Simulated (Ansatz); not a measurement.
Isolated molecules relaxed with PBE0-D4/def2-TZVP in Ansatz; ΔE leaves out vibrations. CCSD(T)/CBS is the MP2 limit (def2-TZVPP, def2-QZVPP) plus CCSD(T) − MP2 in def2-TZVPP, frozen cores. This one scheme is used for every species. Functionals use def2-TZVPP. For Ge, Se outer-core shells are correlated without core-valence functions, which leaves a few kJ/mol of doubt a bond. Scalar relativity is left out up to krypton. One conformer a species, not always the lowest.

Reaction (formal exchange of groups at a Ge–Se bond): `[F][GeH]([F])[SeH]` + CH₄ → `[CH3][GeH]([F])[F]` + H₂Se

```tsv
species	r2SCAN-D4 energy (Eh)
`[F][GeH]([F])[SeH]`	-4679.54482
CH₄	-40.50108
`[CH3][GeH]([F])[F]`	-2317.28549
H₂Se	-2402.73617
```

(1) Work out ΔE.

Largest T1 diagnostic among the species: 0.012.

Answers

(1) ΔE = (-2317.28549) + (-2402.73617) − (-4679.54482) − (-40.50108) = 0.02424 Eh = +63.6 kJ/mol. CCSD(T)/CBS gives +56.0 kJ/mol.

From BLYP to BHLYP (50 % exact exchange), in def2-TZVPP and without D4, ΔE moves by −3.4 kJ/mol. Leaving LDA and LC-ωPBE aside and taking each functional with its dispersion term where it has one, the values, not all of them listed here, spread over 8.1 kJ/mol, from ωB97X-V to BLYP-D4. LDA lies −6.0 kJ/mol from PBE without D4.
